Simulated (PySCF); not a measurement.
## Gas-phase XPS of `[SiH3]N[SiH2]S`, computed

Species: H7NSSi2.
Structure used (GFN2-xTB), in Å, numbered top down from 1:
```
atom  x, y, z in Å
Si1   -1.7053    0.7760    0.4575
N2    -0.0939    0.1685    0.6958
Si3    0.8100   -0.8435   -0.3641
S4     2.7949   -0.9938    0.4486
H5    -1.7261    1.3573   -0.8815
H6    -1.9003    1.7638    1.5163
H7    -2.6906   -0.3046    0.5504
H8     0.2349    0.1977    1.6489
H9     0.8815   -0.1975   -1.6670
H10    0.3627   -2.2279   -0.4317
H11    3.0376    0.3068    0.4954
```

The calculation used PySCF 2.14.0, delta-SCF UKS SCAN, pcX-2 on the ionised atom, pcseg-1 elsewhere, spin-free X2C. Binding energies are ΔSCF values: E(core-ionised, relaxed orbitals) − E(ground state) at a fixed geometry, referred to the vacuum level.

Problem. List the computed XPS lines with their assignment.

Solution. 
```
atom(s)     bonded to     level  binding energy (eV)  2p1/2 (eV)  above the level's lowest (eV)  count
    Si1     N and 3 H  Si 2p3/2               107.17      107.79                           0.00      1
    Si3  N, S and 2 H  Si 2p3/2               107.35      107.97                          +0.18      1
     N2    H and 2 Si      N 1s               404.26           –                           0.00      1
    Si1     N and 3 H     Si 1s              1846.96           –                           0.00      1
    Si3  N, S and 2 H     Si 1s              1847.23           –                          +0.27      1
     S4      H and Si      S 1s              2476.96           –                           0.00      1
```

The listed Si 1s values span 0.27 eV, from Si1 (bonded to N and 3 H) to Si3 (bonded to N, S and 2 H). Summing the Pauling electronegativity differences to the bonded atoms, each weighted by its formal bond order, gives +2.04 for the lowest site and +2.42 for the highest.

The 2 Si 2p3/2 values lie within 0.18 eV of each other.

Problem. What is the longest wavelength that can ionise Si 2p3/2 of Si1 vertically?

Solution. λ = hc/E = 12398.42 eV Å / 107.17 eV = 115.689 Å.

Problem. Express the binding energy of Si 2p3/2 of Si1 in atomic units and per mole.

Solution. 107.17 eV = 3.9384 Eh = 10340 kJ/mol.

Not every level is listed. The 2p values aren't plain energy differences: one relaxed spin-free 2p hole is combined with a matrix within the shell (ground-state 2p orbital-energy differences and spin–orbit coupling). 2p3/2, the mean of its two sublevels, lies a third of the splitting below the shell's mean and 2p1/2 two thirds above it; the statistical areas are 2:1. 2p1/2 minus 2p3/2 (ligand field included): Si 0.62 eV. The structure is a single GFN2-xTB conformer in the gas phase; no vibrational or solvent corrections.
